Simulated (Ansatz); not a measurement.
A displaced shape of singlet BeH2:

```xyz
3

H     0.0167   -0.0468   -1.3340
Be    0.0020    0.0104   -0.0489
H    -0.0145    0.0393    1.3664
```

It was optimised with PBE0/def2-SVP in Ansatz (development build ahead of 0.2.0) to forces under 0.001 eV/Å, with restricted orbitals. Each step stands on the lowest determinant of that kind that the program's search found.

Problem. What shape does it relax to, and how does the optimisation go?

Solution.

```csv
atom,x (Å),y (Å),z (Å)
H,0.0169,-0.0417,-1.3437
Be,0.0014,0.0010,-0.0055
H,-0.0140,0.0436,1.3327
```

Bond lengths: H1–Be2 1.339 Å, Be2–H3 1.339 Å. Angles: H1–Be2–H3 180.0°.

| step | E − E(start) (eV) | largest force (eV/Å) |
| --- | --- | --- |
| 1 | 0.0000 | 1.8997 |
| 2 | -0.0612 | 0.3797 |
| 3 | -0.0636 | 0.0078 |
| 4 | -0.0636 | 0.0001 |

The optimisation ended after 4 steps with its threshold met.
